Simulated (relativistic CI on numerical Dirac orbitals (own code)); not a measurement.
# Hyperfine structure of Pb³³⁺, mass number 207

Calculated at this level of theory: Dirac-Coulomb-Breit CI, separate exchange-only KLI orbitals for each configuration, QED by a radiative potential, unscaled Slater integrals (own radial code, finite nucleus).

Configurations in the expansion (outside the closed core [Ar] 3d10): 4s²4p⁶4d¹⁰4f³, 4s²4p⁶4d⁹4f⁴, 4s²4p⁶4d¹⁰4f²5s, 4s²4p⁶4d¹⁰4f²5p, 4s²4p⁵4d¹⁰4f⁴, 4s²4p⁶4d¹⁰4f5s², 4s²4p⁶4d¹⁰4f5s5p, 4s²4p⁶4d¹⁰4f²5d, 4s4p⁶4d¹⁰4f⁴, 4s²4p⁶4d¹⁰4f5p², 4s²4p⁶4d¹⁰4f5s5d, 4s²4p⁶4d⁹4f²5s², 4s²4p⁶4d¹⁰4f²5f, 4s²4p⁶4d¹⁰4f²6s, 4s²4p⁶4d¹⁰4f5d², 4s²4p⁶4d¹⁰4f²6p. Levels of other configurations are missing.

Nuclear spin I = 1/2, μ = 0.5906 μN (tables of Stone and Pyykkö). The electronic factors are computed for point nuclear moments, without core polarisation or the Bohr-Weisskopf and QED corrections.

```tsv
Level	E (eV)	A (MHz)
4s²4p⁶4d¹⁰4f³ ⁴I°9/2	0.0000	8388
4s²4p⁶4d¹⁰4f³ ⁴I°11/2	5.5789	6475
4s²4p⁶4d¹⁰4f³ ⁴I°13/2	9.4721	5863
4s²4p⁶4d¹⁰4f³ ⁴F°5/2	11.1486	6796
4s²4p⁶4d¹⁰4f³ ²G°7/2	11.3358	6211
4s²4p⁶4d¹⁰4f³ ⁴I°15/2	12.3532	5686
4s²4p⁶4d¹⁰4f³ ⁴G°7/2	13.5040	5425
4s²4p⁶4d¹⁰4f³ ²K°13/2	15.1911	5992
```

Levels with J = 0, under 50 % of one LS term, or S terms without an open s electron are left out. Small factors come from cancelling terms and can be off by tens of per cent or more.

At this charge energies of transitions that change n are usually good to better than 1 %, and those within a shell (Δn = 0) to a few per cent. Terms inside the open d or f shell come out 10 to 20 % too wide with unscaled integrals.

Task: Give the hyperfine levels of 4s²4p⁶4d¹⁰4f³ ⁴I°9/2 relative to its centre of gravity.

Result: With K = F(F + 1) − I(I + 1) − J(J + 1), E = AK/2: F = 4: -23070, F = 5: 18870 MHz.

LS names give the leading component of a level, which can be under half, so a name can repeat, a term be missing and a line seem to break the LS rules.
